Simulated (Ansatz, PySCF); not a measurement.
difluoro(silyloxy)silane (F2H4OSi2), SMILES F[SiH](F)O[SiH3].

Geometry: B3LYP-D3(BJ)/def2-SVP. The geometry has at least one imaginary mode, so it is a saddle point at that level. Other conformers were not sampled.

Vertical ionisation energy (IE) and electron affinity (EA) in eV. Rows of orbital energies are one-electron estimates. Where ΔSCF, EOM or ADC give a negative EA the extra electron is unbound and the value depends on the basis.

| level | IE | EA |
|---|---|---|
| −ε(HOMO), −ε(LUMO), CAM-B3LYP/def2-TZVP (PySCF) | ___ | ___ |
| −ε(HOMO), −ε(LUMO), PBE/def2-TZVP (PySCF) | 8.01 | 1.04 |
| ΔSCF, CAM-B3LYP/def2-SVPD (Ansatz), final states of multiplicity 2 and 2 | 11.98 | -1.36 |
| ΔSCF, PBE/def2-SVPD (Ansatz), final states of multiplicity 2 and 2 | 11.22 | -1.04 |

Task: Fill in the missing entries. (The exact figures need the calculation; the answer reports its results.)

Result: 
- −ε(HOMO), −ε(LUMO), CAM-B3LYP/def2-TZVP (PySCF), IE: 10.92
- −ε(HOMO), −ε(LUMO), CAM-B3LYP/def2-TZVP (PySCF), EA: -0.83

Task: What vertical singlet–triplet gap does ΔSCF give with CAM-B3LYP/def2-SVPD (Ansatz, a quantum-chemistry and plane-wave program) and with PBE/def2-SVPD (Ansatz)? (The exact figures need the calculation; the answer reports its results.)

Result: 7.66 and 6.81 eV (triplet above singlet where positive).
